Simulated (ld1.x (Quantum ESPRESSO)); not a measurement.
## What one change does to a pseudopotential (bismuth, TM)

* Element: Bi
* Generator: ld1.x (Quantum ESPRESSO) 7.5
* Type: norm-conserving Troullier–Martins (Kleinman–Bylander form)
* Functional: PBE
* Relativity: fully relativistic
* Frozen core: [Xe] 4f14 5d10
* Valence charge: 5
* Reference configuration: 6s2 6p2.75 (charge +0.25)
* Partial waves: 6p (bound): rc 2.15 bohr; 6d channel at 0.2 Ry: rc 2.35 bohr; 6s (bound): rc 1.95 bohr
* Local potential: the s channel
* Core correction: a·sin(br)/r model core inside 1.75 bohr

Open shells are filled in proportion to 2j + 1 (rel_dist='average').

Change: core correction none.

Cutoffs: the cutoffs (Ry, on a coarse ladder) from which the occupation-weighted sum of valence levels, in a spherical-Bessel basis at the reference potential, stays within 10 and 1 mRy of its value at 400 Ry; they do not see the model core or the augmentation charge, which bear on the density cutoff. Errors are all-electron minus pseudo energies relative to the spin-unpolarised reference configuration.

Q: How do hardness, ghosts and transferability respond?

A: The potential gets neither clearly harder nor softer (25 Ry and 45 Ry → 25 Ry and 45 Ry); both files keep a bound ghost (d); of the 7 tests that both files solve, the error grows in 0 and shrinks in 5 by more than 15 % and 0.3 meV (median size 24.5 → 6.2 meV).

| quantity | base | changed |
| --- | --- | --- |
| cutoff, loose | 25 Ry | 25 Ry |
| cutoff, tight | 45 Ry | 45 Ry |
| bound ghosts | d3/2, d5/2 | d3/2, d5/2 |
| error for 6s2 6p3, meV [ΔE -1.38 eV] | -0.3 | +0.2 |
| error for 6s2 6p2, meV [ΔE 6.68 eV] | -6.1 | +1.4 |
| error for 6s2 6p1, meV [ΔE 22.11 eV] | -61 | +13 |
| error for 6s1 6p3, meV [ΔE 17.27 eV] | -52 | +6.2 |
| error for 6s2 6p0, meV [ΔE 45.67 eV] | -239 | +89 |
| error for 6s2 6p3.3, meV [ΔE -2.51 eV] | -1.0 | +0.9 |
| error for 6s1 6p4, meV [ΔE 8.48 eV] | -25 | +17 |
| s: phases at 2.55 bohr within 0.05 rad from the reference energy up to (Ry; the scan ends near 5) | 2.4 | 2.4 |
| p1/2: phases at 2.55 bohr within 0.05 rad from the reference energy up to (Ry; the scan ends near 5) | 3.6 | 3.6 |
| p3/2: phases at 2.55 bohr within 0.05 rad from the reference energy up to (Ry; the scan ends near 5) | 3.2 | 3.2 |
| d3/2: phases at 2.55 bohr within 0.05 rad from the reference energy up to (Ry; the scan ends near 5) | 0.8 | 0.8 |
| d5/2: phases at 2.55 bohr within 0.05 rad from the reference energy up to (Ry; the scan ends near 5) | 0.8 | 0.8 |

 A true bound ghost makes a file unfit for plane-wave use even where its test errors are small: the radial tests pick states by their node count and pass the ghost by.
